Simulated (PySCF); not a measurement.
F3GeHSe. Atoms are numbered in the order given.

```xyz
6

F      1.6191    -1.2672     0.0000
Ge     0.0038    -0.6722     0.0000
F     -0.7859    -1.3767    -1.3601
F     -0.7859    -1.3767     1.3601
Se     0.0266     1.6480     0.0000
H     -1.4514     1.6651     0.0000
```

The structure is a stationary point at B3LYP-D3(BJ)/def2-SVP. The structure was generated by enumeration, and PubChem lists no compound with its InChIKey, so it may never have been made. Other conformers were not sampled.

Calculation: HF/pcSseg-1 run with PySCF.

GIAO shieldings, no solvent; atoms alike by connectivity are averaged. δ = σ(ref) − σ: ¹⁹F against CFCl3 (σ = 238.5 ppm); ⁷³Ge against GeH4 (σ = 1776.1 ppm); ⁷⁷Se against Me2Se (σ = 1942.8 ppm); ¹H against TMS (σ = 31.99 ppm), references at their B3LYP-D3(BJ)/def2-TZVP geometries, non-relativistic.

Computed chemical shifts:
```csv
nucleus,atoms,count,δ (ppm)
¹⁹F,"F1, F3, F4",3,-119.0
⁷³Ge,Ge2,1,232.0
⁷⁷Se,Se5,1,-292.1
¹H,H6,1,2.09
```
